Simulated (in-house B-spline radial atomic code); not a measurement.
Values are calculated unless marked as measured or tabulated.
**Be in an electron gas of r_s = 3.3: phase shifts, screening and friction**

A nucleus sits in a uniform electron gas with a rigid positive background. The Kohn-Sham equations are solved self-consistently in the spin-unpolarised LDA (PW92), non-relativistic, on B-splines with outgoing waves at the boundary and partial waves to l = 8. The model has no lattice, no bands and no magnetic solution. Atomic units; δ_l are the phase shifts at the Fermi level, counted so that each bound state adds π, and good to about 0.0005.

The density parameter is r_s = 3.3 bohr.

| l | δ_l (rad) |
| --- | --- |
| 0 | 3.9822 |
| 1 | 0.7993 |
| 2 | -0.0150 |
| 3 | -0.0033 |
| 4 | 0.0002 |
| 5 | 0.0000 |
| 6 | 0.0001 |
| 7 | 0.0000 |
| 8 | 0.0000 |

Bound levels below the band bottom (hartree): s -3.513, s -0.000854.

(1) Check the Friedel sum rule, and say where the screening charge sits.

(2) Find the transport cross section and the electronic stopping of a 5 keV Be ion (mass 9.01 u).

## Answers

(1) k_F = (9π/4)^(1/3)/r_s = 0.58156. The rule is Z = (2/π) Σ (2l + 1) δ_l. The terms are s 2.535, p 1.527, d -0.048, f -0.015 and 0.002 beyond, in all 4.001 against Z = 4. Bound states hold 4 s, 0 p, 0 d electrons, so the scattering states carry 0.00 in all; where a term is smaller than its bound count, the bound level has drawn weight out of the band.

(2) σ_tr = (4π/k_F²) Σ (l + 1) sin²(δ_l − δ_(l+1)). The terms for l = 0 to 3 are 0.0017, 1.0578, 0.0004, 0.0000, all together 1.0599, so σ_tr = 37.155 × 1.0599 = 39.382 bohr². With n = 3/(4π r_s³) = 0.006643, the friction coefficient is Q = n k_F σ_tr = 0.1521. For v well below v_F = 0.582, dE/dx = Q v; with 24801 eV per u at v = 1, v = √(5000/(24801 × 9.01)) = 0.1496, so dE/dx = 0.02276 hartree/bohr = 11.7 eV/nm. The largest term couples the p and d waves.
